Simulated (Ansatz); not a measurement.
Basis sets compared for Si(vinyl)4 (C₈H₁₂Si). Charge 0, multiplicity 1. Geometry r2SCAN-D4/def2-SVP. Ansatz on 2 threads of AMD EPYC 7R13 on a shared host and a share (18 GiB) of an NVIDIA H100 80GB HBM3; times are rough, and most runs start from earlier orbitals.

```xyz
21

Si    0.069    0.016    0.016
C    -0.587   -1.101   -1.349
C    -1.014   -0.679   -2.551
H    -0.665   -2.176   -1.128
H    -0.968    0.377   -2.845
H    -1.431   -1.368   -3.297
C     1.147    1.379   -0.699
C     1.726    1.374   -1.911
H     1.341    2.243   -0.044
H     1.576    0.547   -2.616
H     2.374    2.192   -2.250
C     1.094   -1.007    1.217
C     0.588   -1.777    2.194
H     2.187   -1.008    1.083
H    -0.491   -1.830    2.390
H     1.225   -2.392    2.842
C    -1.389    0.810    0.897
C    -1.494    1.020    2.219
H    -2.212    1.161    0.255
H    -0.713    0.694    2.917
H    -2.362    1.525    2.661
```

Binding counts from free atoms (Si triplet, C triplet, H doublet) in the same basis, without a counterpoise term.

```
           level  functions  energy (Eh)  HOMO (eV)  LUMO (eV)  binding per atom (eV)  wall time
 PBE-D4/def2-SVP        190    -600.6006      -6.36      -1.71                   4.51       14 s
PBE0-D4/def2-SVP        190    -600.6723      -7.52      -0.76                   4.45       11 s
```

(1) Estimate the rows for PBE-D4/def2-TZVP, PBE0-D4/def2-TZVP.

Answers

(1) 
```tsv
level	functions	energy (Eh)	HOMO (eV)	LUMO (eV)	binding per atom (eV)	wall time
PBE-D4/def2-TZVP	357	-601.0451	-6.46	-1.92	4.48	15 s
PBE0-D4/def2-TZVP	357	-601.1088	-7.57	-0.98	4.41	19 s
```
